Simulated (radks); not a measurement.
The numbers below are computed, except where a source is named.
Question: Gd V, 60 electrons, occupied as [Xe] 4f5.5 6s0.5 (fractional occupations, a model configuration). Code: a radial shooting solver on a logarithmic mesh with Libxc functionals. Model: Dirac Kohn-Sham, HCTH/407, spin-unpolarised, spherical densities, finite nucleus; open shells are shared between the two j in proportion to 2j + 1; Fermi nuclear charge, rms radius 5.1569 fm. Some entries of the table are withheld. Estimate them.

orbital     occ.  eigenvalue (hartree)  r(max) (bohr)  <1/r> (bohr^-1)
1s1/2          2             -1840.492        0.01392            71.61
2s1/2          2             -305.7359        0.07920            17.09
2p1/2          2             -290.5453        0.05981            17.07
2p3/2          4             -264.9794        0.06564            15.09
3s1/2          2             -69.43245         0.2245            6.232
3p1/2          2             -62.83031         0.2116            6.150
3p3/2          4             -57.57936         0.2239            5.646
3d3/2          4                   (1)         0.1778            5.526
3d5/2          6                   (2)         0.1813            5.401
4s1/2          2             -15.57774         0.5152            2.616
4p1/2          2             -12.99635            (3)              (4)
4p3/2          4             -11.81381            (5)              (6)
4d3/2          4              -7.54538         0.5514            2.132
4d5/2          6              -7.32892         0.5598            2.091
5s1/2          2              -3.50727          1.170            1.050
5p1/2          2              -2.74210          1.257           0.9515
5p3/2          4              -2.54892          1.322           0.8953
4f5/2    2.35714              -2.24686         0.5509            1.637
4f7/2    3.14286              -2.21490         0.5551            1.622
6s1/2        0.5              -1.23345          2.677           0.4536

Answer: 
(1) 3d3/2 eigenvalue (hartree): -46.15318
(2) 3d5/2 eigenvalue (hartree): -45.00687
(3) 4p1/2 r(max) (bohr): 0.5191
(4) 4p1/2 <1/r> (bohr^-1): 2.512
(5) 4p3/2 r(max) (bohr): 0.5450
(6) 4p3/2 <1/r> (bohr^-1): 2.342
